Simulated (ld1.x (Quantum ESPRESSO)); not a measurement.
Transferability test, PAW potential for promethium

```
Element                 : promethium
Generator               : ld1.x (Quantum ESPRESSO) 7.5
Type                    : PAW
Functional              : LDA (PZ)
Relativity              : scalar-relativistic
Frozen core             : [Kr] 4d10 4f4
Valence charge          : 11
Reference configuration : 5s2 5p6 5d1 6s1 6p0 (charge +1)
Partial waves           : 5s (bound): rcut 2.10, rcutus 2.70 bohr; 6s (bound): rcut 2.10, rcutus 2.70 bohr; 5p (bound): rcut 2.70, rcutus 3.20 bohr; 6p (bound, empty): rcut 2.70, rcutus 3.20 bohr; 5d (bound): rcut 2.25, rcutus 2.90 bohr; 5d channel at -0.3 Ry: rcut 2.25, rcutus 2.90 bohr
Local potential         : all-electron potential smoothed inside 3.10 bohr (lloc = -1)
Core correction         : Bessel-smoothed model core inside 2.15 bohr
Augmentation charge     : BESSEL, radius 2.05 bohr
```

Energies are relative to the spin-unpolarised reference configuration 5s2 5p6 5d1 6s1 6p0; without spin polarisation the order of configurations can differ from experiment. Not all tests gave a result: test run stopped at test 6 of 9 (negative rho), 1 before it not solved. Left out of the table: 5s2 5p6 5d0 6s0 6p0 (solver errors, printed error -486 eV).

Problem. Give the all-electron excitation energy and the error of the potential for: 5s2 5p6 5d1 6s2 6p0; 5s2 5p6 5d1 6s0 6p0; 5s2 5p6 5d1 6s0 6p2; 5s2 5p6 5d2 6s1 6p0.

Solution.

```tsv
valence configuration	charge	ΔE all-electron (eV)	error AE − PS (meV)
5s2 5p6 5d1 6s2 6p0	0	-6.566	+12
5s2 5p6 5d1 6s0 6p0	+2	11.874	+3.3
5s2 5p6 5d1 6s0 6p2	0	-0.919	+82
5s2 5p6 5d2 6s1 6p0	0	-5.255	-10
```
